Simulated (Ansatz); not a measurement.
One geometry of Ge2S4⁻, several levels of theory.

```yaml
crystal:
  periodic: [false, false, false]
  atoms:
    - {symbol: Ge, position_ang: [1.077989, -0.071115, 1.140484]}
    - {symbol: Ge, position_ang: [-1.558164, -0.129278, -0.157800]}
    - {symbol: S, position_ang: [-0.700820, 1.418697, 1.359157]}
    - {symbol: S, position_ang: [-0.170096, 0.304325, -2.061995]}
    - {symbol: S, position_ang: [-0.376247, -1.868657, 0.848001]}
    - {symbol: S, position_ang: [1.727338, 0.346028, -1.127847]}
basis:
  gaussian: {orbitals: def2-TZVPD, initial_orbitals: start.molden}
total_charge: -1
magnetization: {spin_polarized: true, initial_magnetization: 1}
correlation: {method: mp2}
scf: {omitted_lower_state_checks: [starts]}
output: {orbitals: {seedname: orbitals}}
```

The file start.molden holds the orbitals of an earlier run on this structure, at another level or in another basis.

```sh
$ ansatz run in.yaml --threads 4 --pin off --events-out ev --progress --plain --max-ram 4787MiB
```

Output, abridged:

```
Functional definition: HF
1819 factors; integrals over basis functions are off by at most 5.8e-4 eV
mean field evaluation 1: about -156221.5306 eV, gradient 3.7e1 eV
mean field evaluation 2: about -156223.0538 eV, gradient 1.9e0 eV
mean field evaluation 4: about -156223.1481 eV, gradient 2.5e-1 eV
mean field evaluation 8: about -156223.1484 eV, gradient 1.0e-4 eV
mean field -156223.14841284 eV, -5741.0948123187 hartree, gradient 3.5e-6 eV, S^2 0.797796; 0 other end points of the search recorded, 0 dependent functions left out
38 core orbitals not correlated: weight in the atoms' cores, before any rotation towards them, 1.000 or more for the frozen orbitals, at most 0.000 for the correlated occupied ones
reference -156223.14841284 eV, -5741.0948123187 hartree; 27, 26 occupied and 227, 228 virtual orbitals, 1819 factors
second order -32.12344658 eV of doubles, -0.00000000 eV of singles
Total energy: -156255.27185943 eV, -5742.2753272066 hartree
Checks for a lower state left out: starts
```

Hardware: 4 threads of Arm Neoverse V2 on a shared host. Wall time 23 s, peak host memory 1.5 GiB.

As the first input, with `gaussian: {orbitals: STO-3G}`, `hamiltonian: {xc: hf}` and without the key `correlation` (abridged; 1 s):

```
Functional definition: HF
mean field -154458.10002727 eV, -5676.2304805415 hartree, gradient 1.9e-5 eV, S^2 0.773008
Total energy: -154458.10002727 eV, -5676.2304805415 hartree
Checks for a lower state left out: starts
```

Geometry: PBE-D4/def2-SVPD.

Correlated methods freeze 38 core orbitals; core or outer-core shells of Ge are correlated, in sets that lack core-valence functions. At HF/STO-3G the highest occupied level of the charge -1 doublet lies above zero (up to 0.74 eV). In Hartree–Fock with STO-3G the lack of diffuse functions raises the level. Another isomer (doublet) lies 0.14 eV lower at PBE0-D4/def2-TZVPD; other spin states weren't run for this one.
